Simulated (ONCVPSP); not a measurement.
# Varying the ONCV potential for germanium (Ge)

Base potential:

```json
{
  "Element": "germanium",
  "Generator": "ONCVPSP 4.0.1",
  "Type": "optimised norm-conserving Vanderbilt (ONCV)",
  "Functional": "PBEsol",
  "Relativity": "scalar-relativistic",
  "Frozen core": "[Ar] 3d10",
  "Valence charge": "4",
  "Reference configuration": "4s2 4p1.5 (charge +0.5)",
  "Partial waves": "4s: rc 1.60 bohr, ncon 4, nbas 8, qcut 3.2 1/bohr, 1 projector; 4p: rc 2.25 bohr, ncon 4, nbas 7, qcut 3.3 1/bohr, 2 projectors, debl 3.9 Ha",
  "Local potential": "polynomial inside 1.35 bohr (lpopt 1, dvloc0 3 Ha)",
  "Core correction": "Teter function, fcfact 4.75, rcfact 1.6"
}
```

All-electron outer shells of the reference configuration (PBEsol, scalar-relativistic, ld1.x):

| shell | level (eV) | outermost node (bohr) | outermost maximum (bohr) |
| --- | --- | --- | --- |
| 3p | -119.67 | 0.23 | 0.54 |
| 3d | -33.55 | – | 0.50 |
| 4s | -15.62 | 0.77 | 1.73 |
| 4p | -7.39 | 0.82 | 2.14 |

Cutoffs, loose and tight: the cutoffs (Ha) at which the residual kinetic energy of the hardest occupied pseudo-wave falls to 1 and 0.1 mHa per electron. They do not see the model core or the augmentation charge, which bear on the density cutoff. Test errors are all-electron minus pseudo excitation energies from the reference, over the configurations 4s2 4p2; 4s2 4p1; 4s2 4p0; 4s1 4p0. A dash means not determined; rows that change the core or the reference have their own tests.

```tsv
change	outcome	cutoff, loose	cutoff, tight	bound ghosts	GHOST(+) flags above zero	largest test error (meV)
base	generated	30 Ha	63 Ha	none	none	-751
core correction Teter function, fcfact 1.2, rcfact 1.6	generated	30 Ha	63 Ha	none	none	-286
core correction Teter function, fcfact 3.3, rcfact 1.6	generated	30 Ha	63 Ha	none	none	-596
core correction Teter function, fcfact 4.7, rcfact 1.6	generated	30 Ha	63 Ha	none	none	-746
core correction Teter function, fcfact 5.7, rcfact 1.6	generated	30 Ha	63 Ha	none	none	-835
core correction Teter function, fcfact 6.6, rcfact 1.6	generated	30 Ha	63 Ha	none	none	-906
core correction Teter function, fcfact 7.5, rcfact 1.6	generated	30 Ha	63 Ha	none	none	-969
```

Problem. What comes out with this change to the base: core correction Teter function, fcfact 2.7, rcfact 1.6?

Solution. outcome: generated; cutoff, loose: 30 Ha; cutoff, tight: 63 Ha; bound ghosts: none; GHOST(+) flags above zero: none; largest test error (meV): -522.

Reading the sweep of the fcfact (base included, trends over the rows without a ghost): The loose cutoff stays near 30 Ha. The median size of the test errors (rows with all tests solved) rises from 34.5 meV at 1.2 to 124.5 meV at 7.5.
